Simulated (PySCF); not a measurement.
# MnCl₂: from structure and modes to constants

All numbers come from PySCF, UPBE, basis Mn def2-TZVP, Cl def2-TZVP (no relativity, density fitting).

The sextet minimum has D∞h symmetry. Masses (u): Mn 54.93805, Cl 34.96885.

```xyz
3
charge 0 multiplicity 6, angstrom
Mn    0.0000    0.0000    0.0000
Cl    0.0000    0.0000    2.1677
Cl    0.0000    0.0000   -2.1677
```

Harmonic wavenumbers (cm⁻¹): 69.3 (πu, ×2), 334.9 (σg+, ×1), 479.2 (σu+, ×1).

(1) Find the principal moments of inertia and the rotational constants. What kind of rotor is it?

(2) What is the harmonic zero-point energy?

(3) Find the vibrational entropy and heat capacity at 298.15 K.

(4) Give the standard entropy (298.15 K, 1 bar) by its translational, rotational, vibrational and spin parts, and Cp.

(5) Find the bond force constant k and the stretch–stretch coupling k′ of the valence force field.

Answers

(1) About the centre of mass I = 328.64 u Å². With B = 16.8576/I this gives 0.05129 cm⁻¹. The molecule is linear.

(2) Half the sum of all 4 wavenumbers, 953/2 = 476 cm⁻¹, which is 5.7 kJ/mol (1 cm⁻¹ = 0.0119627 kJ/mol).

(3) With u = 1.43878 ω/T, each mode gives S = R[u/(eᵘ−1) − ln(1−e⁻ᵘ)] and C = R u² eᵘ/(eᵘ−1)².
```csv
ω (cm⁻¹),u,S (J/(mol K)),C (J/(mol K))
69.3 (×2),0.334,17.46,8.24
334.9,1.616,5.17,6.72
479.2,2.313,2.98,5.42
```
The sums over all modes are S = 43.1 and C = 28.6 J/(mol K); the softest mode gives 41 % of the entropy (each member, where degenerate).

(4) Sackur–Tetrode with M = 124.88 u gives 169.1; rotation with symmetry number 2 gives 71.6; vibration 43.1; spin R ln 6 = 14.9. The total is 298.6 J/(mol K), and Cp = 7/2 R + 28.6 = 57.7 J/(mol K).

(5) For linear XMX, 4π²c²ω(σg)² = (k + k′)/mX and 4π²c²ω(σu)² = (k − k′)(1 + 2mX/mM)/mX. So k + k′ = 2.311 and k − k′ = 2.082 mdyn/Å, giving k = 2.197 and k′ = 0.115 mdyn/Å.

Only a few start shapes were tried, so a lower isomer may exist. Other spin states or occupations of the open shell can lie lower.
